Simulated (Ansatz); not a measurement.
Consider the redistribution: `[BH2][GaH][F]` + `OB(F)[SiH2]S` → `[BH2][Ga]([OH])[F]` + `FB[SiH2]S`.

Computed with Ansatz on PBE0-D4/def2-TZVP structures; ΔE is electronic, products minus reactants. CCSD(T)/CBS is the MP2 limit (def2-TZVPP, def2-QZVPP) plus CCSD(T) − MP2 in def2-TZVPP, frozen cores. DFT in def2-TZVPP. B3LYP here is the variant with VWN-RPA as its local correlation; programs differ in this. For Ga outer-core shells are correlated without core-valence functions, which leaves a few kJ/mol of doubt a bond. Scalar relativity is left out up to krypton. Each species was taken in one conformer, which may not be the lowest.

```json
{"level": "PBE-D4", "ΔE (kJ/mol)": "86.8", "difference from CCSD(T)/CBS": "7.0"}
{"level": "r2SCAN-D4", "ΔE (kJ/mol)": "86.9", "difference from CCSD(T)/CBS": "7.1"}
{"level": "B3LYP-D4", "ΔE (kJ/mol)": "85.7", "difference from CCSD(T)/CBS": "5.9"}
{"level": "ωB97X-V", "ΔE (kJ/mol)": "84.9", "difference from CCSD(T)/CBS": "5.1"}
{"level": "PBE", "ΔE (kJ/mol)": "85.7", "difference from CCSD(T)/CBS": "5.9"}
{"level": "MP2/def2-TZVPP", "ΔE (kJ/mol)": "77.3", "difference from CCSD(T)/CBS": "-2.5"}
{"level": "SCS-MP2/def2-TZVPP", "ΔE (kJ/mol)": "75.3", "difference from CCSD(T)/CBS": "-4.5"}
{"level": "MP2/def2-QZVPP", "ΔE (kJ/mol)": "76.8", "difference from CCSD(T)/CBS": "-3.0"}
{"level": "SCS-MP2/def2-QZVPP", "ΔE (kJ/mol)": "75.0", "difference from CCSD(T)/CBS": "-4.8"}
{"level": "HF/CBS(def2)", "ΔE (kJ/mol)": "83.6", "difference from CCSD(T)/CBS": "3.8"}
{"level": "CCSD(T)/CBS", "ΔE (kJ/mol)": "79.8", "difference from CCSD(T)/CBS": "0"}
```

Largest T1 diagnostic among the species: 0.014.

From PBE to PBE0 (25 % exact exchange), in def2-TZVPP and without D4, ΔE moves by +3.2 kJ/mol. In def2-TZVPP, CCSD(T) changes the Hartree–Fock value by −3.1 kJ/mol (the triples alone add −0.6 kJ/mol) and MP2 by −6.4 kJ/mol.
